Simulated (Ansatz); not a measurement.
I$_{4}$Si, SMILES `I[Si](I)(I)I`, relaxed with RKS PBE0-D4/def2-TZVP in Ansatz 0.2.0 from a PBE-D4/def2-SVP geometry. The force threshold is 0.005 eV/Å; the program also tests the step.

Charge 0, multiplicity 1. I takes the def2 core potential.

Start:

```xyz
5

I     1.815    1.519   -0.678
Si    0.000    0.000    0.000
I    -0.082   -1.919   -1.539
I     0.414   -0.802    2.290
I    -2.147    1.203   -0.073
```

| step | energy (eV) | largest force (eV/Å) | largest move (Å) |
| --- | --- | --- | --- |
| 1 | -40285.2001 | 0.399 | 0.000 |
| 2 | -40285.2089 | 0.361 | 0.060 |
| 3 | -40285.2289 | 0.016 | 0.025 |
| 4 | -40285.2290 | 0.003 | 0.002 |

End:

```xyz
5

I     1.790    1.498   -0.669
Si    0.000    0.000    0.000
I    -0.081   -1.893   -1.519
I     0.408   -0.792    2.259
I    -2.118    1.187   -0.072
```

It took 20 s on 2 threads of an AMD EPYC 7R13 on a shared host and a share of an NVIDIA H100 80 GB, with 0.97 GiB of host memory at the peak.
